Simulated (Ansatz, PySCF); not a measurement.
Conformers of CH6BNO (SMILES CNBO), B3LYP-D3(BJ)/def2-TZVP minima from an xTB search, which can miss the lowest.
Conformer 1 (charge 0, multiplicity 1):
```xyz
10

C     -1.3010     0.4369     0.0640
N     -0.2879    -0.4190    -0.5294
B      1.0701    -0.4522    -0.1971
O      1.5461     0.3905     0.7840
H     -0.8368     1.0629     0.8228
H     -2.0922    -0.1483     0.5411
H     -1.7624     1.0900    -0.6822
H     -0.6214    -1.0396    -1.2474
H      1.7977    -1.2119    -0.7698
H      2.4877     0.2907     0.9366
```

Correlated levels freeze the cores. CBS(a, b) extrapolates the correlation energy as X⁻³ and adds the Hartree–Fock energy of set b. MP2 and its Hartree–Fock in cc-pVQZ are density fitted. Rows in 6-31G* carry no dispersion term and start afresh at each structure (6-31G* with six Cartesian d functions).

Codes used: Ansatz (a first-principles code) with Gaussian orbitals; PySCF for 6-31G* rows. 

Electronic energies of 4 conformers above conformer 1 (kcal/mol):

```tsv
level	conformer 1	conformer 2	conformer 3	conformer 4
PBE/def2-TZVPP	0.00	0.24	2.02	2.10
B3LYP/6-31G*	0.00	0.14	2.31	2.27
wB97M-V/def2-TZVPP	0.00	0.40	2.26	2.35
MP2/CBS(cc-pVTZ, cc-pVQZ) + ΔCCSD(T)/cc-pVTZ	0.00	0.58	2.24	2.38
```

Task: Give Boltzmann populations at 298.15 K for each level, counting each conformer once and leaving out zero-point, thermal and symmetry terms.

Result: 
Weights exp(−E/RT) with RT = 0.5925 kcal/mol, divided by their sum:
- PBE/def2-TZVPP: 58 %, 38 %, 2 %, 2 %
- B3LYP/6-31G*: 55 %, 43 %, 1 %, 1 %
- wB97M-V/def2-TZVPP: 64 %, 33 %, 1 %, 1 %
- MP2/CBS(cc-pVTZ, cc-pVQZ) + ΔCCSD(T)/cc-pVTZ: 71 %, 26 %, 2 %, 1 %
The share of conformer 1 runs from 55 to 71 % over these levels.
